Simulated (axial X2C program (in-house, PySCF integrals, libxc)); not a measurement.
**TeP⁻ along the bond: PBE0, 2c**

All values were computed with an axial X2C code built on PySCF integrals. Two-component (2c) means X2C with spin–orbit coupling and atomic mean-field two-electron Coulomb and Gaunt terms. Basis: Te dyall-acv3z [12s13p9d5f1g], P dyall-av3z [9s8p3d2f] (cores contracted in-house); Gaussian nuclei, density fitting, unrestricted open shells. Masses: Te 129.906 u, P 30.974 u.

State: Ω = 1 (⟨Sz⟩ = 1.00, ⟨Lz⟩ = 0.00 at PBE0). Dipoles are positive if P is the positive end and refer to the centre of mass.

Results along the bond:

```
R (Å)   μ (D)  HOMO (eV)  LUMO (eV)
2.052  -3.059       0.48       3.00
2.147  -3.070       0.29       2.85
2.217  -3.042       0.14       2.73
2.288  -2.989       0.00       2.61
2.359  -2.917      -0.13       2.50
2.442  -2.817      -0.27       2.37
2.524  -2.705      -0.40       2.25
2.630  -2.552      -0.53       2.10
2.760  -2.364      -0.65       1.94
```

The state is a single determinant with fixed occupations, the lowest that a limited PBE0 search found. Density functionals use the spin component along the axis (collinear). PBE0 can misorder states that lie within some tenths of an eV, so this need not be the ground state of the molecule. The nearest other 2c determinant of the search, Ω = 0, lies 0.44 eV up at the distance of the search. With several unpaired electrons one determinant need not be a pure state. Open-shell Ω = 0 determinants with evenly filled partner blocks cannot be reached by this program, so the Ω shown need not be the lowest component. This is the Ω = 1 component of a π² triplet; the 0⁺ component is not one determinant and can lie lowest. The highest occupied level of some functionals is positive through self-interaction error; at Hartree–Fock it is bound. The LUMO of an anion is an unbound level whose energy the basis sets.
